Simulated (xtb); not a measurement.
Harmonic IR lines of one isomer of C10H8SSi, unscaled. Method: GFN2-xTB (xtb 6.7.1).

wavenumber (cm⁻¹): 486 (vw), 559 (w), 590 (w), 651 (vw), 778 (m), 785 (vs), 882 (w), 1051 (vw), 1563 (vw), 2243 (s), 2255 (m), 2261 (m), 3073 (w)

**Question.** Identify which structure gives these lines.
A) `C#Cc1cc([SiH3])cc2ccsc12`
B) `C#Cc1cc2sccc2cc1[SiH3]`
C) `C#Cc1c([SiH3])ccc2ccsc12`
D) `C#Cc1cc2cccc([SiH3])c2s1`

**Answer.** A, `C#Cc1cc([SiH3])cc2ccsc12`
